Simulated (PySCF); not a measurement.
C₂H₅FO₂Si, SMILES F[Si@@H](C)OC=O.

Geometry: B3LYP-D3(BJ)/def2-SVP. The structure was generated by enumeration; whether it is a known compound was not checked. Other conformers were not sampled.

Two levels are set side by side: PBE/def2-TZVP (PySCF) and r2SCAN/def2-TZVP (PySCF). Same geometry, gas phase. Differences are taken from unrounded values.

```
quantity                     r2SCAN    PBE  PBE minus r2SCAN
---------------------------  ------  -----  ----------------
orbital gap (eV)               5.94   5.32             -0.62
highest occupied level (eV)   -7.28  -6.92              0.36
lowest empty level (eV)       -1.34  -1.60             -0.26
dipole moment (D)              0.81   0.82              0.00
mean polarisability (bohr³)    52.6   54.5               1.9
```

Rough cost on one machine, each run with all the roots and properties that it gave: r2SCAN against PBE about 4 times.
